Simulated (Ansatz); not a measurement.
Stepwise reaction of `C[SiH2][SnH2][CH3]` with water, as a gas-phase model of exchange steps in deposition or etching. ΔE in kJ/mol.

Program: Ansatz. Geometries: PBE0-D4/def2-TZVP. ΔE: electronic, gas phase. CCSD(T)/CBS adds triple-zeta CCSD(T) − MP2 to the extrapolated MP2 energy (def2 sets, frozen cores). This one scheme is used for every species. Functionals use def2-TZVPP. B3LYP here is the variant with VWN-RPA as its local correlation; programs differ in this. def2 core potentials past Kr. For Sn outer-core shells are correlated without core-valence functions, which leaves a few kJ/mol of doubt a bond. One conformer a species, not always the lowest.

```
step                                                 reaction  PBE-D4  B3LYP-D4  ωB97M-V  CCSD(T)/CBS
   1  `C[SiH2][SnH2][CH3]` + H₂O → `[CH3][SnH2][SiH2]O` + CH₄   -77.5     -88.7    -84.7        -80.8
```

Question: Give the row of step 2, `[CH3][SnH2][SiH2]O` + H₂O → `O[SiH2][SnH2][OH]` + CH₄. (Estimate.)

Answer: Ansatz gave: 
```tsv
step	reaction	PBE-D4	B3LYP-D4	ωB97M-V	CCSD(T)/CBS
2	`[CH3][SnH2][SiH2]O` + H₂O → `O[SiH2][SnH2][OH]` + CH₄	-37.4	-42.6	-36.5	-32.2
```

Question: By hand: ΔE of the 2 steps together at CCSD(T)/CBS.

Answer: (-80.8) + (-32.2) = -113.0 kJ/mol, or -56.5 kJ/mol a step.

In ΔE each step is higher than the one before. All are downhill at CCSD(T)/CBS. PBE-D4 differs from CCSD(T)/CBS by -5.2 to 3.3 kJ/mol a step. Isolated molecules leave out the surface, adducts and barriers. Largest T1 diagnostic: 0.014.
